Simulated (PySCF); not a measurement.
## Multinuclear NMR of C6H10N4Si

Geometry (Å), atoms numbered from 1 in this order:
```xyz
21

C    -1.5064    1.5547    0.9437
Si   -0.7143    0.0058    0.1632
C    -1.4425   -0.3845   -1.5488
C    -0.7951   -1.4998    1.3206
C     1.1136    0.4172   -0.0905
N     1.7372    1.5743    0.2190
N     3.0331    1.5300   -0.0898
N     3.2927    0.3939   -0.5898
C     2.1552   -0.3454   -0.6211
C     2.0768   -1.6563   -1.1124
N     1.9726   -2.7290   -1.5040
H    -1.4199    2.4253    0.2992
H    -1.0590    1.8021    1.9026
H    -2.5646    1.3902    1.1180
H    -1.3401    0.4509   -2.2359
H    -0.9384   -1.2388   -1.9919
H    -2.4988   -0.6255   -1.4795
H    -0.3223   -1.3044    2.2790
H    -1.8234   -1.7891    1.5146
H    -0.2916   -2.3523    0.8734
H     1.3264    2.3976    0.6302
```

PySCF 2.14.0 with density-fitted response routines calculation with GIAO PBE0/pcSseg-1 shieldings and geometry: GFN2-xTB; non-relativistic Hamiltonian, in vacuum, one conformer, equivalent nuclei averaged.

(1) Where does 29Si resonate?

(2) Where does 15N resonate?

## Answers

(1) 
```json
{"atoms": "Si2", "environment": "silicon bonded to 4 C", "σ (ppm)": "360.1", "δ (ppm)": "-16.0"}
```

Shieldings were converted by a linear fit to measured shifts: 29Si (scatter 8.9 ppm rms, 25.8 ppm with the 6 outliers that the fit left out vs TMS, solution or neat liquid). A few per cent of atoms miss by over 2 rms, more outside the fitted compound classes.

On a 300 MHz spectrometer 29Si resonates near 59.6 MHz, so 1 ppm is 59.6 Hz.

(2) 
```csv
atoms,environment,σ (ppm),δ (ppm)
N7,pyridine-type nitrogen of an azole,-138.0,-20.9
N8,pyridine-type nitrogen of an azole,-129.9,-28.4
N11,nitrile nitrogen,-60.1,-92.7
N6,pyrrole-type ring nitrogen,8.4,-155.8
```

Shieldings were converted by a linear fit to measured shifts: 15N (scatter 6.3 ppm rms vs CH3NO2, solution or neat liquid). A few per cent of atoms miss by over 2 rms, more outside the fitted compound classes.

On a 600 MHz spectrometer 15N resonates near 60.8 MHz, so 1 ppm is 60.8 Hz.
